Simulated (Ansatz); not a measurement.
Consider the redistribution: `O=C=N[SiH](F)Cl` + `[Br][SnH3]` → `O=C=N[SiH2]F` + `[Cl][SnH2][Br]`.

Computed with Ansatz on PBE0-D4/def2-TZVP structures; ΔE is electronic, products minus reactants. CCSD(T)/CBS adds triple-zeta CCSD(T) − MP2 to the extrapolated MP2 energy (def2 sets, frozen cores). Functionals use def2-TZVPP. HSE06 is defined as in plane-wave codes. def2 core potentials past Kr. For Br, Sn outer-core shells are correlated without core-valence functions, which leaves a few kJ/mol of doubt a bond. Scalar relativity is left out up to krypton. Each species was taken in one conformer, which may not be the lowest.

| level | ΔE (eV) |
| --- | --- |
| HSE06 | 0.17 |
| CCSD/def2-TZVPP | 0.19 |

Problem. What does CCSD(T)/CBS give? (Estimate.)

Solution. Computed: +0.13 eV. The listed levels differ from it by 0.04, 0.06 eV.

Largest T1 diagnostic among the species: 0.015.

In def2-TZVPP, CCSD(T) changes the Hartree–Fock value by +0.11 eV (the triples alone add +0.01 eV) and MP2 by +0.10 eV. Leaving LDA and LC-ωPBE aside and taking each functional with its dispersion term where it has one, the values, not all of them listed here, spread over 0.11 eV, from BLYP-D4 to B97M-V. LDA lies +0.11 eV from PBE without D4. From BLYP to BHLYP (50 % exact exchange), in def2-TZVPP and without D4, ΔE moves by +0.04 eV.
